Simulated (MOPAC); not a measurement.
Input for MOPAC: PM6 on F2GaHSe (SMILES [F][Ga]([F])[SeH]), a point of a torsion scan.

```
PM6 1SCF PRECISE CHARGE=0 THREADS=1
F2GaHSe

F     -1.57913519 1     1.48623615 1     0.04753072 1
Ga    -0.60849765 1     0.02208135 1     0.07817944 1
F     -1.55138719 1    -1.44975515 1    -0.17442356 1
Se     1.66984194 1    -0.13347442 1     0.40342433 1
H      1.59415012 1    -1.57545543 1     0.28088707 1
```

Output:

```
*******************************************************************************
 **                                                                           **
 **                              MOPAC v23.2.5                                **
 **                                                                           **
 *******************************************************************************
 ** MOPAC's Digital Object Identifier: https://doi.org/10.5281/zenodo.6511958 **
 **                                                                           **
 ** Please cite the open-source release paper for use of this MOPAC version:  **
 ** J. E. Moussa and J. J. P. Stewart (2026)                                  **
 ** MOPAC: An open-source semiempirical molecular orbital program             **
 ** J. Open Source Softw., 11(119), 8025, https://doi.org/10.21105/joss.08025 **
 *******************************************************************************

                              PM6 CALCULATION RESULTS

 *******************************************************************************
 *  PM6        - The PM6 Hamiltonian to be used
 *
 *
 *
 *                 CHARGE ON SYSTEM = 0
 *
 *
 *
 *  PRECISE    - TIGHTER CRITERIA TO BE USED
 *  1SCF       - DO 1 SCF AND THEN STOP
 *  THREADS=1  - MULTI-THREADING NOT USED
 *  T=         - A TIME OF 172800.0 SECONDS REQUESTED
 *  DUMP=N     - RESTART FILE WRITTEN EVERY 7200.0 SECONDS REQUESTED
 *******************************************************************************
PM6 1SCF PRECISE CHARGE=0 THREADS=1
 F2GaHSe

   ATOM   CHEMICAL          X               Y               Z
  NUMBER   SYMBOL      (ANGSTROMS)     (ANGSTROMS)     (ANGSTROMS)

     1       F         -1.57913519  *   1.48623615  *   0.04753072  *
     2      Ga         -0.60849765  *   0.02208135  *   0.07817944  *
     3       F         -1.55138719  *  -1.44975515  *  -0.17442356  *
     4      Se          1.66984194  *  -0.13347442  *   0.40342433  *
     5       H          1.59415012  *  -1.57545543  *   0.28088707  *



          CARTESIAN COORDINATES

    NO.       ATOM           X           Y           Z

     1         F         -1.5791      1.4862      0.0475
     2        Ga         -0.6085      0.0221      0.0782
     3         F         -1.5514     -1.4498     -0.1744
     4        Se          1.6698     -0.1335      0.4034
     5         H          1.5942     -1.5755      0.2809

 General Reference for PM6:
 "Optimization of Parameters for Semiempirical Methods V: Modification of NDDO Approximations
 and Application to 70 Elements", J. J. P. Stewart, J. Mol. Mod., 13, 1173-1213 (2007)
 URL: https://link.springer.com/article/10.1007/s00894-007-0233-4

           Empirical Formula: H F2 Ga Se  =     5 atoms



      MOLECULAR POINT GROUP   :   Cs


      RHF CALCULATION, NO. OF DOUBLY OCCUPIED LEVELS = 12


 -------------------------------------------------------------------------------
 PM6 1SCF PRECISE CHARGE=0 THREADS=1
 F2GaHSe



     1SCF WAS SPECIFIED, SO BFGS WAS NOT USED
     SCF FIELD WAS ACHIEVED


                              PM6 CALCULATION
                                                       MOPAC v23.2.5 Linux




          FINAL HEAT OF FORMATION =        -92.79088 KCAL/MOL =    -388.23706 KJ/MOL


          COSMO AREA              =        116.15 SQUARE ANGSTROMS
          COSMO VOLUME            =        101.03 CUBIC ANGSTROMS

          IONIZATION POTENTIAL    =         10.016045 EV
          HOMO LUMO ENERGIES (EV) =        -10.016 -1.892
          NO. OF FILLED LEVELS    =         12
          MOLECULAR WEIGHT        =        187.6997         POINT GROUP:  Cs

          MOLECULAR DIMENSIONS (Angstroms)

            Atom       Atom       Distance
            H     5    F     1     4.41567
           Se     4    F     3     3.22335
           Ga     2    F     3     0.00027


          SCF CALCULATIONS        =          1





   ATOM   CHEMICAL          X               Y               Z
  NUMBER   SYMBOL      (ANGSTROMS)     (ANGSTROMS)     (ANGSTROMS)

     1       F         -1.57913519  *   1.48623615  *   0.04753072  *
     2      Ga         -0.60849765  *   0.02208135  *   0.07817944  *
     3       F         -1.55138719  *  -1.44975515  *  -0.17442356  *
     4      Se          1.66984194  *  -0.13347442  *   0.40342433  *
     5       H          1.59415012  *  -1.57545543  *   0.28088707  *

                             CARTESIAN COORDINATES

   1    F       -1.579135190     1.486236150     0.047530720
   2   Ga       -0.608497650     0.022081350     0.078179440
   3    F       -1.551387190    -1.449755150    -0.174423560
   4   Se        1.669841940    -0.133474420     0.403424330
   5    H        1.594150120    -1.575455430     0.280887070


           Empirical Formula: H F2 Ga Se  =     5 atoms



      MOLECULAR POINT GROUP   :   Cs


                  EIGENVALUES
 -40.20798 -39.85224 -23.24510 -18.25939 -15.91518 -15.79113 -15.76457 -15.20093
 -14.79324 -13.58533 -12.81917 -10.01604  -1.89194  -0.69726   0.67359   1.58519
   1.97733


              NET ATOMIC CHARGES AND DIPOLE CONTRIBUTIONS

  ATOM NO.   TYPE          CHARGE      No. of ELECS.   s-Pop       p-Pop
    1          F          -0.280878        7.2809     1.96760     5.31328
    2         Ga           0.413331        2.5867     1.23421     1.35246
    3          F          -0.312659        7.3127     1.96767     5.34499
    4         Se           0.075450        5.9245     1.98978     3.93477
    5          H           0.104756        0.8952     0.89524
 DIPOLE           X         Y         Z       TOTAL
 POINT-CHG.     4.659    -0.625     0.641     4.745
 HYBRID        -0.989    -0.397    -0.177     1.080
 SUM            3.671    -1.022     0.464     3.838


          ATOMIC ORBITAL ELECTRON POPULATIONS

     Atom    s        px        py        pz
    1  F   1.96760   1.80361   1.55534   1.95433
    2 Ga   1.23421   0.63091   0.49585   0.22570
    3  F   1.96767   1.83153   1.56926   1.94421
    4 Se   1.98978   0.97369   1.11054   1.85054
    5  H   0.89524

 **********************
 *                    *
 * JOB ENDED NORMALLY *
 *                    *
 **********************




 == MOPAC DONE ==
```

The run finished.

Cost: around 0.020 core-seconds (rough).
